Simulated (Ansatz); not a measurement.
The cluster Li7Al3⁺, relaxed as a doublet with UKS PBE0-D4/def2-SVP in Ansatz, starting from the GFN2-xTB geometry. Force threshold 0.02 eV/Å.

Another isomer (doublet) lies 0.48 eV lower at PBE0-D4/def2-TZVP; other spin states weren't run for this one.

Start:

```csv
atom,x (Å),y (Å),z (Å)
Li1,-1.209,0.366,-2.865
Li2,-1.354,-0.949,1.105
Li3,0.702,-0.221,2.078
Li4,-2.333,0.768,-0.644
Li5,0.900,-2.290,0.036
Li6,-0.889,1.973,1.143
Li7,-1.196,-1.758,-1.426
Al8,2.900,-0.350,0.289
Al9,1.898,2.060,0.895
Al10,0.582,0.401,-0.612
```

```csv
step,energy (eV),largest force component (eV/Å),SCF passes
1,-21197.7301,1.046,75
2,-21198.5801,0.534,48
3,-21199.0440,0.512,111
4,-21199.3443,0.273,50
5,-21199.5269,0.280,59
6,-21199.6704,0.549,53
7,-21199.8090,0.325,50
8,-21199.9381,0.467,50
9,-21200.0551,0.618,48
10,-21200.1579,0.436,49
11,-21200.3003,0.623,42
12,-21200.4078,0.278,41
13,-21200.4671,0.255,40
14,-21200.4853,0.225,41
15 (rejected),-21200.4460,0.346,46
16,-21200.5167,0.103,42
17 (rejected),-21200.5133,0.144,39
18,-21200.5217,0.220,39
19 (rejected),-21200.5168,0.158,34
20 (rejected),-21200.5207,0.140,36
21,-21200.5223,0.091,28
22,-21200.5227,0.025,27
23 (rejected),-21200.5227,0.043,33
24,-21200.5228,0.008,28
```

Force components are those of the run's own axes.

End:

```xyz
10

Li    0.5841    0.9089   -2.2673
Li   -2.0362   -1.3547    1.6222
Li    1.6892    0.1377    2.2039
Li   -2.6700    0.8452   -0.9706
Li    1.0928   -2.4137    0.1370
Li   -0.8852    2.0930    1.3691
Li   -1.4240   -1.9151   -1.7491
Al    2.5158   -0.1490   -0.4730
Al    1.5690    2.0359    0.1391
Al   -0.4355   -0.1882   -0.0112
```

Bonds lost: Li1–Li4, Li1–Li7, Li2–Li3, Li2–Li4, Li2–Li5, Li2–Li6, Li2–Li7, Li3–Li5 (atoms count from 1). Bonds formed: Li1–Al8, Li1–Al9 (atoms count from 1). Metal–metal contacts that move far: Li4–Li6 2.59 to 3.20 Å, Li5–Li7 2.61 to 3.18 Å.

No frequencies were taken in this run, so the end may be a saddle point.

It took 2 min on 4 threads of Arm Neoverse V1 on a shared host.
